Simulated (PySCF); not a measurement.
This script is equivalent to a calculation on Ge (germanium, neutral).

```python
from pyscf import gto, scf, dft, mp, cc
import basis_set_exchange as bse
mol = gto.M(atom="Ge 0 0 0", charge=0, spin=2, symmetry="D2h",
            basis=gto.basis.parse(bse.get_basis("pcseg-2", elements=["Ge"], fmt="nwchem", header=False)))
mf = dft.UKS(mol, xc="R2SCAN")
mf.irrep_nelec = {'Ag': (6, 6), 'B1g': (1, 1), 'B2g': (1, 1), 'B3g': (1, 1), 'B1u': (3, 2), 'B2u': (3, 2), 'B3u': (2, 2)}
mf.kernel()
```

**Question.** What total energy does it give?

**Answer.** -2076.940 hartree (calculated).

**Question.** Which occupied shell lies highest, and where?

**Answer.** 4p α, at -4.732 eV.

**Question.** What is ⟨S²⟩, and what would a pure spin state give?

**Answer.** 2.005, against 2.00.
